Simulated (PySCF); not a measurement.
C3H5NOSi, SMILES [SiH2](C=O)CC#N. Atoms are numbered in the order given.

```xyz
11

N      0.0496     3.2597     0.0000
C      0.3492     2.1395     0.0000
C      0.6721     0.7230     0.0000
Si    -0.8717    -0.3906     0.0000
C     -0.1548    -2.1891     0.0000
O      1.0435    -2.3634     0.0000
H      1.2807     0.4674    -0.8830
H      1.2807     0.4674     0.8830
H     -1.7003    -0.1720     1.2176
H     -1.7003    -0.1720    -1.2176
H     -0.8517    -3.0742     0.0000
```
Charge 0, spin multiplicity 1.

Geometry: B3LYP-D3(BJ)/def2-SVP. The structure was generated by enumeration, and PubChem lists no compound with its InChIKey, so it may never have been made. Other conformers were not sampled.

Level of theory: PySCF with B3LYP-D3(BJ)/def2-SVP.

Frequencies are harmonic and unscaled.

Computed vibrational spectrum:
```json
[
 {"mode": "1", "ν (cm⁻¹)": "32", "IR (km/mol)": "13.3", "Raman (Å⁴/amu)": "1.3", "depolarisation": "0.75", "moving atoms (share of kinetic energy)": "C 35 %, N 23 %, H 22 %, O 16 %"},
 {"mode": "2", "ν (cm⁻¹)": "98", "IR (km/mol)": "11.5", "Raman (Å⁴/amu)": "1.0", "depolarisation": "0.73", "moving atoms (share of kinetic energy)": "O 29 %, N 26 %, Si 24 %, C 14 %"},
 {"mode": "3", "ν (cm⁻¹)": "98", "IR (km/mol)": "3.9", "Raman (Å⁴/amu)": "2.6", "depolarisation": "0.75", "moving atoms (share of kinetic energy)": "H 41 %, C 35 %, O 14 %"},
 {"mode": "4", "ν (cm⁻¹)": "170", "IR (km/mol)": "1.2", "Raman (Å⁴/amu)": "2.0", "depolarisation": "0.50", "moving atoms (share of kinetic energy)": "C 31 %, N 31 %, O 26 %"},
 {"mode": "5", "ν (cm⁻¹)": "378", "IR (km/mol)": "0.2", "Raman (Å⁴/amu)": "2.6", "depolarisation": "0.75", "moving atoms (share of kinetic energy)": "C 50 %, H 31 %, N 19 %"},
 {"mode": "6", "ν (cm⁻¹)": "407", "IR (km/mol)": "18.4", "Raman (Å⁴/amu)": "4.7", "depolarisation": "0.46", "moving atoms (share of kinetic energy)": "O 34 %, Si 34 %, C 23 %"},
 {"mode": "7", "ν (cm⁻¹)": "431", "IR (km/mol)": "10.6", "Raman (Å⁴/amu)": "5.4", "depolarisation": "0.75", "moving atoms (share of kinetic energy)": "H 85 %, Si 10 %"},
 {"mode": "8", "ν (cm⁻¹)": "480", "IR (km/mol)": "6.8", "Raman (Å⁴/amu)": "2.2", "depolarisation": "0.11", "moving atoms (share of kinetic energy)": "C 69 %, Si 13 %, N 12 %"},
 {"mode": "9", "ν (cm⁻¹)": "558", "IR (km/mol)": "1.7", "Raman (Å⁴/amu)": "12.7", "depolarisation": "0.75", "moving atoms (share of kinetic energy)": "H 92 %"},
 {"mode": "10", "ν (cm⁻¹)": "596", "IR (km/mol)": "39.3", "Raman (Å⁴/amu)": "22.2", "depolarisation": "0.27", "moving atoms (share of kinetic energy)": "C 49 %, H 36 %, Si 13 %"},
 {"mode": "11", "ν (cm⁻¹)": "725", "IR (km/mol)": "10.6", "Raman (Å⁴/amu)": "9.7", "depolarisation": "0.37", "moving atoms (share of kinetic energy)": "C 57 %, Si 21 %, H 21 %"},
 {"mode": "12", "ν (cm⁻¹)": "834", "IR (km/mol)": "24.0", "Raman (Å⁴/amu)": "8.7", "depolarisation": "0.75", "moving atoms (share of kinetic energy)": "H 63 %, C 32 %"},
 {"mode": "13", "ν (cm⁻¹)": "845", "IR (km/mol)": "139.1", "Raman (Å⁴/amu)": "12.9", "depolarisation": "0.46", "moving atoms (share of kinetic energy)": "H 67 %, Si 19 %, C 13 %"},
 {"mode": "14", "ν (cm⁻¹)": "910", "IR (km/mol)": "13.5", "Raman (Å⁴/amu)": "0.6", "depolarisation": "0.75", "moving atoms (share of kinetic energy)": "H 60 %, C 35 %"},
 {"mode": "15", "ν (cm⁻¹)": "940", "IR (km/mol)": "71.7", "Raman (Å⁴/amu)": "15.7", "depolarisation": "0.75", "moving atoms (share of kinetic energy)": "H 95 %"},
 {"mode": "16", "ν (cm⁻¹)": "973", "IR (km/mol)": "1.7", "Raman (Å⁴/amu)": "1.7", "depolarisation": "0.21", "moving atoms (share of kinetic energy)": "C 49 %, H 28 %, N 23 %"},
 {"mode": "17", "ν (cm⁻¹)": "1150", "IR (km/mol)": "1.4", "Raman (Å⁴/amu)": "3.1", "depolarisation": "0.75", "moving atoms (share of kinetic energy)": "H 87 %, C 12 %"},
 {"mode": "18", "ν (cm⁻¹)": "1192", "IR (km/mol)": "39.9", "Raman (Å⁴/amu)": "20.1", "depolarisation": "0.38", "moving atoms (share of kinetic energy)": "H 59 %, C 39 %"},
 {"mode": "19", "ν (cm⁻¹)": "1383", "IR (km/mol)": "27.7", "Raman (Å⁴/amu)": "6.6", "depolarisation": "0.47", "moving atoms (share of kinetic energy)": "H 82 %, C 11 %"},
 {"mode": "20", "ν (cm⁻¹)": "1402", "IR (km/mol)": "7.8", "Raman (Å⁴/amu)": "7.9", "depolarisation": "0.60", "moving atoms (share of kinetic energy)": "H 90 %, C 10 %"},
 {"mode": "21", "ν (cm⁻¹)": "1780", "IR (km/mol)": "110.1", "Raman (Å⁴/amu)": "20.7", "depolarisation": "0.61", "moving atoms (share of kinetic energy)": "C 57 %, O 42 %"},
 {"mode": "22", "ν (cm⁻¹)": "2234", "IR (km/mol)": "51.8", "Raman (Å⁴/amu)": "177.2", "depolarisation": "0.09", "moving atoms (share of kinetic energy)": "H 98 %"},
 {"mode": "23", "ν (cm⁻¹)": "2242", "IR (km/mol)": "87.0", "Raman (Å⁴/amu)": "79.4", "depolarisation": "0.75", "moving atoms (share of kinetic energy)": "H 96 %"},
 {"mode": "24", "ν (cm⁻¹)": "2374", "IR (km/mol)": "31.9", "Raman (Å⁴/amu)": "110.5", "depolarisation": "0.28", "moving atoms (share of kinetic energy)": "C 62 %, N 38 %"},
 {"mode": "25", "ν (cm⁻¹)": "2822", "IR (km/mol)": "161.6", "Raman (Å⁴/amu)": "315.3", "depolarisation": "0.35", "moving atoms (share of kinetic energy)": "H 92 %"},
 {"mode": "26", "ν (cm⁻¹)": "3057", "IR (km/mol)": "1.5", "Raman (Å⁴/amu)": "97.6", "depolarisation": "0.05", "moving atoms (share of kinetic energy)": "H 95 %"},
 {"mode": "27", "ν (cm⁻¹)": "3109", "IR (km/mol)": "1.3", "Raman (Å⁴/amu)": "57.9", "depolarisation": "0.75", "moving atoms (share of kinetic energy)": "H 91 %, C 9 %"}
]
```
